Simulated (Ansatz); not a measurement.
CH$_{7}$AlClNSi, SMILES `[CH3][AlH][NH][SiH2]Cl`, relaxed with RKS PBE0-D4/def2-TZVP in the Gaussian-basis code of Ansatz from a PBE-D4/def2-SVP geometry. The force threshold is 0.005 eV/Å; the program also tests the step.

Charge 0, multiplicity 1.

Start:

```xyz
12

C    -0.583   -1.341   -1.774
Al   -0.509    0.343   -0.772
N     1.019    0.697    0.213
Si    0.688    0.969    1.881
Cl   -1.248    0.079    2.133
H    -0.952   -2.155   -1.112
H     0.416   -1.659   -2.140
H    -1.268   -1.293   -2.645
H    -1.554    1.540   -0.914
H     1.859    0.138    0.031
H     1.658    0.289    2.804
H     0.474    2.392    2.295
```

(1) By how much does the energy fall, and how many steps does the optimiser take? (Best estimate.)

(2) Which bonds change most? (Best estimate.)

(3) Give the relaxed structure. (An estimate is asked.)

## Answers

(1) The calculation gave: 0.22 eV, in 74 steps, 14 of them rejected.

(2) Ansatz gave: Si4–Cl5 from 2.146 to 2.069 Å; Al2–N3 from 1.851 to 1.795 Å; Si4–H11 from 1.502 to 1.482 Å; Si4–H12 from 1.498 to 1.479 Å.

(3) The calculation gave: 
```xyz
12

C    -0.463   -1.257   -2.143
Al   -0.564    0.121   -0.773
N     0.549    0.055    0.633
Si    0.617    1.094    1.984
Cl   -0.264    0.266    3.664
H    -1.416   -1.788   -2.228
H     0.315   -1.999   -1.948
H    -0.266   -0.816   -3.125
H    -1.567    1.345   -0.800
H     1.182   -0.735    0.679
H     2.012    1.387    2.389
H    -0.136    2.327    1.667
```
